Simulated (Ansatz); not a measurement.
Species: CHClF, charge -1, multiplicity 1. It need not be the lowest isomer of its formula. Whether it binds its extra electron was not tested at this geometry. SMILES: [CH-](F)Cl
Coordinates optimised at B3LYP-D3(BJ)/def2-TZVP (Ansatz, a first-principles code):
```xyz
4

F     -1.4361     0.7795    -0.0778
C     -0.8784    -0.4999     0.2394
Cl     1.1272    -0.1769     0.0006
H     -0.9665    -1.0083    -0.7469
```
Charge -1, spin multiplicity 1.

Parts of the frozen-core correlation energy in STO-3G (Ansatz, hartree). Frozen orbitals: 7; correlated occupied orbitals by spin: 10 and 10; virtual: 3 and 3. No spin-orbit coupling. No relativistic terms.

```
term                            value
-------------------------  ----------
reference (HF)             -590.41554
MP2 opposite-spin            -0.05389
MP2 same-spin                -0.00604
CCSD correlation             -0.08082
(T)                          -0.00204
FCI minus CCSD(T)            -0.00059
T1 diagnostic                   0.011
largest doubles amplitude       0.079
```
